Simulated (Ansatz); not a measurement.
CaF2 (SMILES [F][Ca][F]) moved off its minimum; all values from Ansatz (a first-principles code), cores frozen in correlated methods.
(charge 0, multiplicity 1)
```xyz
3

Ca     0.4367     0.0448    -0.1827
F     -0.5252     1.3109    -1.1194
F      0.0998    -1.4366     1.3641
```

```csv
level,largest force (eV/Å),on atom,rms difference from CCSD(T)/def2-TZVPPD (eV/Å),dipole (D)
HF/def2-TZVPP,4.80,Ca1,0.246,5.71
PBE/def2-TZVPP,4.13,Ca1,0.542,5.07
r2SCAN/def2-TZVPP,4.20,Ca1,0.560,5.25
B3LYP/def2-TZVPP,4.32,Ca1,0.469,5.26
wB97M-V/def2-TZVPP,4.34,Ca1,0.465,5.33
MP2/def2-TZVPPD,4.98,Ca1,0.020,5.45
CCSD(T)/def2-TZVPPD,4.99,Ca1,0.000,5.47
```

The differences count from one level among others, with limits of its own. Forces at CCSD(T)/def2-TZVPPD (eV/Å):

```json
[
 {"atom": "Ca1", "Fx": "1.875", "Fy": "-3.590", "Fz": "2.919"},
 {"atom": "F2", "Fx": "-2.106", "Fy": "2.881", "Fz": "-2.157"},
 {"atom": "F3", "Fx": "0.232", "Fy": "0.709", "Fz": "-0.762"}
]
```
